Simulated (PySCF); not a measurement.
C₂H₄F, multiplicity 2. Atoms are numbered in the order given.

```xyz
7

C     -1.1520     0.1680    -0.3059
C      0.3055     0.3778    -0.2222
F      0.9904    -0.5518     0.4841
H     -1.5972     0.9206    -0.9577
H     -1.6367     0.2429     0.6785
H     -1.3846    -0.8219    -0.7074
H      0.7837     1.3493    -0.2020
```
Charge 0, spin multiplicity 2.

The structure is a stationary point at B3LYP-D3(BJ)/def2-TZVP. The isomer is the one that the SMILES or the coordinates give; other isomers of the formula were not compared.

Computed with B3LYP/def2-TZVPD in PySCF.

Mulliken values depend strongly on the basis, most of all with diffuse functions as here. ESP charges are fitted to the potential on shells at 1.4 to 2.0 van der Waals radii. Atomic charges (e):

```csv
atom,meta-Löwdin,ESP fit,Mulliken spin
C1,-0.35,-0.31,-0.08
C2,[?],-0.03,0.93
F3,[?],-0.15,0.06
H4,[?],0.10,0.00
H5,[?],0.13,0.07
H6,[?],0.13,0.03
H7,0.11,0.13,-0.01
```

Question: Some entries are withheld; supply them. (An estimate is asked for; the answer gives what the named calculation found.)

Answer: 
- C2, meta-Löwdin: 0.13
- F3, meta-Löwdin: -0.27
- H4, meta-Löwdin: 0.13
- H5, meta-Löwdin: 0.12
- H6, meta-Löwdin: 0.13
